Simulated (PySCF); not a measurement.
**Continuum solvent and chemical shifts**

Molfile (atoms numbered from 1):
```
C9H9F
     RDKit          3D

 19 19  0  0  0  0  0  0  0  0999 V2000
    3.2347   -0.6371    0.3219 C   0  0  0  0  0  0  0  0  0  0  0  0
    2.2709    0.2416    0.0430 C   0  0  0  0  0  0  0  0  0  0  0  0
    1.2473    0.0859   -1.0400 C   0  0  0  0  0  0  0  0  0  0  0  0
   -0.1720    0.1041   -0.5211 C   0  0  0  0  0  0  0  0  0  0  0  0
   -1.1400    0.9445   -1.0788 C   0  0  0  0  0  0  0  0  0  0  0  0
   -2.4526    0.9496   -0.6107 C   0  0  0  0  0  0  0  0  0  0  0  0
   -2.7943    0.1002    0.4326 C   0  0  0  0  0  0  0  0  0  0  0  0
   -4.0463    0.0988    0.8895 F   0  0  0  0  0  0  0  0  0  0  0  0
   -1.8577   -0.7465    1.0141 C   0  0  0  0  0  0  0  0  0  0  0  0
   -0.5523   -0.7360    0.5330 C   0  0  0  0  0  0  0  0  0  0  0  0
    3.3461   -1.5638   -0.2510 H   0  0  0  0  0  0  0  0  0  0  0  0
    3.9511   -0.4622    1.1286 H   0  0  0  0  0  0  0  0  0  0  0  0
    2.1864    1.1538    0.6471 H   0  0  0  0  0  0  0  0  0  0  0  0
    1.3636    0.9002   -1.7752 H   0  0  0  0  0  0  0  0  0  0  0  0
    1.4333   -0.8551   -1.5861 H   0  0  0  0  0  0  0  0  0  0  0  0
   -0.8642    1.6123   -1.8996 H   0  0  0  0  0  0  0  0  0  0  0  0
   -3.2131    1.6040   -1.0407 H   0  0  0  0  0  0  0  0  0  0  0  0
   -2.1623   -1.3982    1.8352 H   0  0  0  0  0  0  0  0  0  0  0  0
    0.1946   -1.3905    0.9900 H   0  0  0  0  0  0  0  0  0  0  0  0
  1  2  2  0
  2  3  1  0
  3  4  1  0
  4  5  1  0
  5  6  2  0
  6  7  1  0
  7  8  1  0
  7  9  2  0
  9 10  1  0
 10  4  2  0
  1 11  1  0
  1 12  1  0
  2 13  1  0
  3 14  1  0
  3 15  1  0
  5 16  1  0
  6 17  1  0
  9 18  1  0
 10 19  1  0
M  END
```

GIAO PBE0/pcSseg-1 in PySCF on one PBE0-D3(BJ)/def2-SVP conformer, non-relativistic, equivalent nuclei averaged. Solvents enter as an IEF-PCM continuum (tetrahydrofuran with ε = 7.4, acetone with ε = 20.5) around the gas-phase geometry. Shifts are referred to TMS, CFCl3 computed in the same medium.

Gas phase, δ in ppm: C7 169.2, C2 147.7, C4 139.6, C5/C10 136.1, C1 123.9, C6/C9 120.4, C3 43.8, F8 -114.9, H16/H19 7.32, H17/H18 7.09, H13 6.00, H11 5.52, H12 5.41, H14/H15 3.28. Dipole moment 1.55 D.

**Question.** How does each δ change in the continuum?

**Answer.** 
```csv
atoms,environment,"Δδ, tetrahydrofuran","Δδ, acetone"
C7,aromatic carbon bearing fluorine,+0.4,+0.4
C2,alkene CH,+1.7,+2.0
C4,substituted aromatic carbon,+2.7,+3.1
C5/C10,aromatic CH,+1.3,+1.5
C1,terminal =CH2 carbon,+1.0,+1.2
C6/C9,aromatic CH,+0.9,+1.0
C3,sp3 CH2 on an aromatic ring,+0.1,+0.1
F8,aryl fluorine,-3.7,-4.1
H16/H19,hydrogen on an aromatic CH,+0.18,+0.22
H17/H18,hydrogen on an aromatic CH,+0.19,+0.22
H13,hydrogen on an alkene CH,+0.09,+0.10
H11,hydrogen on a terminal =CH2 carbon,+0.12,+0.14
H12,hydrogen on a terminal =CH2 carbon,+0.09,+0.11
H14/H15,hydrogen on an sp3 CH2 on an aromatic ring,+0.12,+0.14
```

Changes are relative to the gas phase. The dipole moment becomes 1.91 D in tetrahydrofuran, 1.97 D in acetone.

**Question.** Which nuclei move most (in ppm), and what does the model miss?

**Answer.** F8 (aryl fluorine, -4.1 ppm) in acetone. A continuum only polarises the solute; specific hydrogen bonds, the anisotropy of aromatic solvents and changes of geometry or conformer are outside it.
